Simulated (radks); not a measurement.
The numbers below are computed, except where a source is named.
Problem. All-electron atom: the argon ion Ar3+ in [Ne] 3s2 3p3. Code: a radial shooting solver on a logarithmic mesh with Libxc functionals. Model: Dirac Kohn-Sham, BLYP, spin-unpolarised, spherical densities, finite nucleus; open shells fill j = l - 1/2 first; Fermi nuclear charge, rms radius 3.4274 fm. Some entries of the table are withheld. Estimate them.

| orbital | occ. | eigenvalue (eV) | r(max) (bohr) | <r^2> (bohr^2) |
|---|---|---|---|---|
| 1s1/2 | 2 | -3171.378 | 0.05605 | 0.009885 |
| 2s1/2 | 2 | -344.8959 | 0.3384 | 0.2029 |
| 2p1/2 | 2 | (1) | (2) | (3) |
| 2p3/2 | 4 | (4) | (5) | (6) |
| 3s1/2 | 2 | -65.3679 | 1.129 | 1.910 |
| 3p1/2 | 2 | -49.9381 | 1.191 | (7) |
| 3p3/2 | 1 | -49.6865 | 1.196 | (8) |

Solution. 
(1) 2p1/2 eigenvalue (eV): -279.7047
(2) 2p1/2 r(max) (bohr): 0.2789
(3) 2p1/2 <r^2> (bohr^2): 0.1739
(4) 2p3/2 eigenvalue (eV): -277.4541
(5) 2p3/2 r(max) (bohr): 0.2807
(6) 2p3/2 <r^2> (bohr^2): 0.1760
(7) 3p1/2 <r^2> (bohr^2): 2.262
(8) 3p3/2 <r^2> (bohr^2): 2.281
